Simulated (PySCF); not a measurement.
Zr(Cl)3(SH) (Cl3HSZr), SMILES [Zr]([Cl])([Cl])([SH])[Cl], multiplicity 1.

Coordinates come from a B3LYP-D3(BJ)/def2-SVP optimisation. The spin state was assumed, not searched. The structure was generated by enumeration; whether it is a known compound was not checked. The def2 effective core potentials stand for the cores of Zr; spin–orbit coupling is left out. One conformer was computed; it need not be the lowest.

These are TDA-LC-ωPBE/def2-SVPD (PySCF) values and carry that method's errors.

Vertical excitations.  State labels are in the subgroup Cs.

Q: List the lowest excited states. (Estimate from the structure and the level; the computed values follow.)

A: 
```json
[
 {"state": "S1", "symmetry": "A\"", "energy (eV)": "4.53", "λ (nm)": "274", "f": "0.002", "main pairs": "HOMO→LUMO 93 %"},
 {"state": "S2", "symmetry": "A'", "energy (eV)": "5.22", "λ (nm)": "238", "f": "0.049", "main pairs": "HOMO→LUMO+1 79 %, HOMO−1→LUMO 12 %"},
 {"state": "S3", "symmetry": "A'", "energy (eV)": "5.57", "λ (nm)": "222", "f": "0.023", "main pairs": "HOMO−1→LUMO 79 %"},
 {"state": "S4", "symmetry": "A\"", "energy (eV)": "5.69", "λ (nm)": "218", "f": "0.008", "main pairs": "HOMO→LUMO+3 86 %"},
 {"state": "S5", "symmetry": "A\"", "energy (eV)": "5.69", "λ (nm)": "218", "f": "0.000", "main pairs": "HOMO−1→LUMO+1 54 %, HOMO→LUMO+2 35 %"},
 {"state": "S6", "symmetry": "A\"", "energy (eV)": "5.77", "λ (nm)": "215", "f": "0.007", "main pairs": "HOMO→LUMO+2 57 %, HOMO−1→LUMO+1 30 %"},
 {"state": "S7", "symmetry": "A'", "energy (eV)": "5.99", "λ (nm)": "207", "f": "0.012", "main pairs": "HOMO→LUMO+4 86 %"},
 {"state": "S8", "symmetry": "A\"", "energy (eV)": "6.15", "λ (nm)": "202", "f": "0.008", "main pairs": "HOMO−2→LUMO 73 %, HOMO−4→LUMO 16 %"},
 {"state": "S9", "symmetry": "A'", "energy (eV)": "6.30", "λ (nm)": "197", "f": "0.004", "main pairs": "HOMO−2→LUMO+1 66 %, HOMO−3→LUMO 25 %"},
 {"state": "S10", "symmetry": "A\"", "energy (eV)": "6.47", "λ (nm)": "192", "f": "0.003", "main pairs": "HOMO−4→LUMO 54 %, HOMO−3→LUMO+1 21 %"},
 {"state": "T1", "symmetry": "A\"", "energy (eV)": "4.36", "λ (nm)": "284", "f": "0", "main pairs": "HOMO→LUMO 92 %"},
 {"state": "T2", "symmetry": "A'", "energy (eV)": "4.39", "λ (nm)": "282", "f": "0", "main pairs": "HOMO→LUMO+1 80 %, HOMO→LUMO+4 15 %"},
 {"state": "T3", "symmetry": "A'", "energy (eV)": "5.02", "λ (nm)": "247", "f": "0", "main pairs": "HOMO−1→LUMO 87 %"},
 {"state": "T4", "symmetry": "A\"", "energy (eV)": "5.24", "λ (nm)": "237", "f": "0", "main pairs": "HOMO−1→LUMO+1 62 %, HOMO→LUMO+3 20 %"}
]
```
Triplets are in the Tamm–Dancoff approximation.
